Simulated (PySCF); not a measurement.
Gas-phase equilibrium of 1 mol NaCl, 28 mol H₂O at 1200 K and 0.00133 bar, among 21 species (ClO, O₂, HCl, O, HO₂, H₂O, H, HOCl, Na, H₂O₂, O₃, Na₂, H₂, Na₂(OH)₂, NaCl, NaOH, Cl, Cl₂, Na₂O, Na₂Cl₂, OH). Only gases are allowed; each row takes one source of thermochemistry for all species, and Cantera finds the minimum.

Method: PySCF energies plus ideal-gas RRHO corrections (1 bar). Table values come from the NASA 1993 polynomials. After a fit of one offset per element over all species, the range-separated, M06-2X, PBE0/def2-QZVP and CCSD(T)/def2-TZVPP enthalpies, where run, lie to one side of the table for NaOH (+16 kJ/mol): a fault of the table's entry, another state or a shared error of the levels is possible; this was not checked at source. S°(298 K) at PBE0/def2-TZVP differs from the NASA 1993 table for NaOH (+8 J/mol/K); whether the harmonic model or the table's entry is off was not settled. † marks an energy on the PBE0/def2-TZVP geometry and frequencies; other levels use their own. Open shells (unrestricted) among the columns below: O₂ (multiplicity 3), Na (multiplicity 2); the rest are closed-shell singlets. The harmonic model lacks anharmonicity and excited electronic states, which grow with temperature; levels with a mode under 35 cm⁻¹ are left out. Soft modes under 120 cm⁻¹ make the harmonic entropy rough for Na₂Cl₂. The table's entry may be an old estimate for NaOH, Na₂Cl₂ (not checked at source).

Molecules larger than those listed are left out. Table species left out: NaH, NaO.

Mole fractions:

```tsv
thermochemistry	x H₂O	x NaCl	x Na₂Cl₂	x H₂	x O₂	x HCl	x NaOH	x Na
table	0.97	0.034	0.00019	5.9e-5	3.2e-5	0.00027	0.00025	1.6e-5
BLYP/def2-TZVP†	0.96	0.034	5.5e-5	0.0012	0.00065	0.00059	0.00040	0.00018
PBE0/def2-SVP†	0.97	0.029	0.0024	0.00064	0.00039	0.00036	6.4e-5	0.00030
PBE0/def2-TZVP	0.96	0.034	0.00020	0.00026	0.00018	0.00036	0.00013	0.00023
ωB97M-V/def2-TZVP†	0.97	0.034	0.00030	0.00019	0.00010	0.00029	0.00025	4.0e-5
ωB97X-V/def2-TZVP†	0.96	0.033	0.00037	0.00040	0.00021	0.00030	0.00025	5.6e-5
```
The most sensitive of these is Na₂Cl₂: it spans a factor of 10^1.6 over these rows; at this temperature one factor of ten is RT ln 10 = 23 kJ/mol.
